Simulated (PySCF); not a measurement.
PySCF input (MN15/def2-TZVPD):

```python
from pyscf import gto, scf, dft

mol = gto.M(
    atom='''
    Cs   -0.00000000   -0.00000000   -1.22009712
    Br    0.00000000    0.00000000    1.91729547
    ''',
    basis='def2-tzvpd',
    ecp='def2-tzvp',
    charge=0,
    spin=0,
    verbose=4,
)

mf = dft.RKS(mol, xc='mn15').density_fit(auxbasis='def2-universal-jkfit')
mf.grids.level = 4
mf.conv_tol = 1e-9
mf.max_cycle = 100
mf.max_memory = 1500
mf.kernel()
if not mf.converged:
    mf = mf.newton()
    mf.kernel(mf.make_rdm1())
mf.analyze()
```

End of the output:

```
Extra cycle  E= -2594.69247559363  delta_E= -2.55e-11  |g|= 3.37e-06  |ddm|= 2.09e-05
converged SCF energy = -2594.69247559363
**** SCF Summaries ****
Total Energy =                       -2594.692475593633844
Nuclear Repulsion Energy =              53.130367545044798
One-electron Energy =                -3724.609390333177544
Two-electron Energy =                 1076.786547194498780
Two-electron Coulomb Energy =         1171.569675668346235
DFT Exchange-Correlation Energy =      -94.783128473847356
HOMO-LUMO gap [eV] =                     5.916215270320373
**** MO energy ****
MO #1   energy= -479.886879624354  occ= 2
MO #2   energy= -61.1375054130681  occ= 2
MO #3   energy= -55.7854574988678  occ= 2
MO #4   energy= -55.7853611117183  occ= 2
MO #5   energy= -55.7853611117181  occ= 2
MO #6   energy= -8.16089834741257  occ= 2
MO #7   energy= -6.25526094846892  occ= 2
MO #8   energy= -6.25523159478494  occ= 2
MO #9   energy= -6.25523159478492  occ= 2
MO #10  energy= -2.54800994279326  occ= 2
MO #11  energy= -2.54794361241714  occ= 2
MO #12  energy= -2.54794361241711  occ= 2
MO #13  energy= -2.54788622948374  occ= 2
MO #14  energy= -2.54788614719682  occ= 2
MO #15  energy= -1.11363616139698  occ= 2
MO #16  energy= -0.671091672540921 occ= 2
MO #17  energy= -0.578228014682481 occ= 2
MO #18  energy= -0.578228014682447 occ= 2
MO #19  energy= -0.566753795542425 occ= 2
MO #20  energy= -0.23671593507737  occ= 2
MO #21  energy= -0.231922193734337 occ= 2
MO #22  energy= -0.231922193734312 occ= 2
MO #23  energy= -0.0145052908991516 occ= 0
MO #24  energy= 0.0181234841289701 occ= 0
MO #25  energy= 0.0181234841290324 occ= 0
MO #26  energy= 0.0223275750727538 occ= 0
MO #27  energy= 0.0413947473634816 occ= 0
MO #28  energy= 0.0414220611764823 occ= 0
MO #29  energy= 0.0431310406760572 occ= 0
MO #30  energy= 0.0517434281712285 occ= 0
MO #31  energy= 0.0517434281712295 occ= 0
MO #32  energy= 0.0683364937891228 occ= 0
MO #33  energy= 0.0779560714267416 occ= 0
MO #34  energy= 0.0779560714267684 occ= 0
MO #35  energy= 0.0808878841068715 occ= 0
MO #36  energy= 0.0809124873104338 occ= 0
MO #37  energy= 0.0810478281228892 occ= 0
MO #38  energy= 0.106232878801255  occ= 0
MO #39  energy= 0.10623287880126   occ= 0
MO #40  energy= 0.127440671651644  occ= 0
MO #41  energy= 0.146735549755129  occ= 0
MO #42  energy= 0.14673554975514   occ= 0
MO #43  energy= 0.159512781358908  occ= 0
MO #44  energy= 0.225467324498259  occ= 0
MO #45  energy= 0.225467708056605  occ= 0
MO #46  energy= 0.244109780207112  occ= 0
MO #47  energy= 0.269960124681401  occ= 0
MO #48  energy= 0.28386576639394   occ= 0
MO #49  energy= 0.283865766393971  occ= 0
MO #50  energy= 0.39022923304863   occ= 0
MO #51  energy= 0.390232963712007  occ= 0
MO #52  energy= 0.393750299470298  occ= 0
MO #53  energy= 0.393750299470309  occ= 0
MO #54  energy= 0.39609693590669   occ= 0
MO #55  energy= 0.459190339650962  occ= 0
MO #56  energy= 0.474624092553209  occ= 0
MO #57  energy= 0.474624092553228  occ= 0
MO #58  energy= 0.502893463741371  occ= 0
MO #59  energy= 0.502893463741415  occ= 0
MO #60  energy= 0.516463813562099  occ= 0
MO #61  energy= 0.595070563187211  occ= 0
MO #62  energy= 0.595072772528229  occ= 0
MO #63  energy= 0.61851369219508   occ= 0
MO #64  energy= 0.618513692195108  occ= 0
MO #65  energy= 0.620547571008367  occ= 0
MO #66  energy= 0.7747181155157    occ= 0
MO #67  energy= 1.02864262443585   occ= 0
MO #68  energy= 1.60141799151728   occ= 0
MO #69  energy= 1.60149588728676   occ= 0
MO #70  energy= 1.61534582981622   occ= 0
MO #71  energy= 1.61534582981625   occ= 0
MO #72  energy= 1.62416707466383   occ= 0
MO #73  energy= 1.62420239141472   occ= 0
MO #74  energy= 1.6279928522009    occ= 0
MO #75  energy= 1.62799285220091   occ= 0
MO #76  energy= 1.62808924845817   occ= 0
MO #77  energy= 1.63257347627606   occ= 0
MO #78  energy= 1.63257347627607   occ= 0
MO #79  energy= 1.68313471640421   occ= 0
MO #80  energy= 1.79518323066424   occ= 0
MO #81  energy= 1.79518323066435   occ= 0
MO #82  energy= 1.86760858440133   occ= 0
MO #83  energy= 4.11231278120882   occ= 0
MO #84  energy= 4.11240049820673   occ= 0
MO #85  energy= 4.13121262430906   occ= 0
MO #86  energy= 4.13121262430917   occ= 0
MO #87  energy= 4.15999946561687   occ= 0
MO #88  energy= 7.38916553475057   occ= 0
MO #89  energy= 19.9429370248364   occ= 0
 ** Mulliken pop on meta-lowdin orthogonal AOs  **
 ** Mulliken pop  **
pop of  0 Cs 5s           1.84878
pop of  0 Cs 6s           0.05644
pop of  0 Cs 7s           0.02638
pop of  0 Cs 8s           0.04731
pop of  0 Cs 9s           0.07324
pop of  0 Cs 5px          0.44489
pop of  0 Cs 5py          0.44489
pop of  0 Cs 5pz          0.54210
pop of  0 Cs 6px          0.68741
pop of  0 Cs 6py          0.68789
pop of  0 Cs 6pz          0.73257
pop of  0 Cs 7px          0.82916
pop of  0 Cs 7py          0.82874
pop of  0 Cs 7pz          0.76689
pop of  0 Cs 8px          0.00109
pop of  0 Cs 8py          0.00097
pop of  0 Cs 8pz          0.00069
pop of  0 Cs 5dxy         0.00264
pop of  0 Cs 5dyz         0.00013
pop of  0 Cs 5dz^2        0.00000
pop of  0 Cs 5dxz         0.00000
pop of  0 Cs 5dx2-y2      0.00071
pop of  0 Cs 6dxy         0.01136
pop of  0 Cs 6dyz         0.00337
pop of  0 Cs 6dz^2        0.00000
pop of  0 Cs 6dxz         0.00000
pop of  0 Cs 6dx2-y2      0.01403
pop of  0 Cs 7dxy         0.01560
pop of  0 Cs 7dyz         0.01227
pop of  0 Cs 7dz^2        0.00000
pop of  0 Cs 7dxz         0.00000
pop of  0 Cs 7dx2-y2      0.00092
pop of  1 Br 1s           1.99997
pop of  1 Br 2s           1.99850
pop of  1 Br 3s           1.99780
pop of  1 Br 4s           1.96799
pop of  1 Br 5s           0.02471
pop of  1 Br 6s           0.01526
pop of  1 Br 7s           0.00769
pop of  1 Br 2px          1.99999
pop of  1 Br 2py          1.99999
pop of  1 Br 2pz          1.99999
pop of  1 Br 3px          1.99942
pop of  1 Br 3py          1.99942
pop of  1 Br 3pz          1.99936
pop of  1 Br 4px          1.97197
pop of  1 Br 4py          1.97197
pop of  1 Br 4pz          1.81678
pop of  1 Br 5px          0.01702
pop of  1 Br 5py          0.01733
pop of  1 Br 5pz          0.02231
pop of  1 Br 6px          0.00554
pop of  1 Br 6py          0.00563
pop of  1 Br 6pz          0.00869
pop of  1 Br 7px          0.00236
pop of  1 Br 7py          0.00222
pop of  1 Br 7pz          0.00479
pop of  1 Br 3dxy         1.99992
pop of  1 Br 3dyz         1.99991
pop of  1 Br 3dz^2        1.99978
pop of  1 Br 3dxz         1.99991
pop of  1 Br 3dx2-y2      1.99992
pop of  1 Br 4dxy         0.00007
pop of  1 Br 4dyz         0.00256
pop of  1 Br 4dz^2        0.00262
pop of  1 Br 4dxz         0.00259
pop of  1 Br 4dx2-y2      0.00007
pop of  1 Br 5dxy         0.00001
pop of  1 Br 5dyz         0.00417
pop of  1 Br 5dz^2        0.00226
pop of  1 Br 5dxz         0.00420
pop of  1 Br 5dx2-y2      0.00001
pop of  1 Br 6dxy         0.00000
pop of  1 Br 6dyz         0.01109
pop of  1 Br 6dz^2        0.00494
pop of  1 Br 6dxz         0.01110
pop of  1 Br 6dx2-y2      0.00000
pop of  1 Br 7dxy         0.00001
pop of  1 Br 7dyz         0.00753
pop of  1 Br 7dz^2        0.00250
pop of  1 Br 7dxz         0.00753
pop of  1 Br 7dx2-y2      0.00001
pop of  1 Br 4f-3         0.00000
pop of  1 Br 4f-2         0.00000
pop of  1 Br 4f-1         0.00005
pop of  1 Br 4f+0         0.00006
pop of  1 Br 4f+1         0.00005
pop of  1 Br 4f+2         0.00000
pop of  1 Br 4f+3         0.00000
 ** Mulliken atomic charges  **
charge of    0Cs =      0.91952
charge of    1Br =     -0.91952
Dipole moment(X, Y, Z, Debye): -0.00000, -0.00000, -11.32562
```
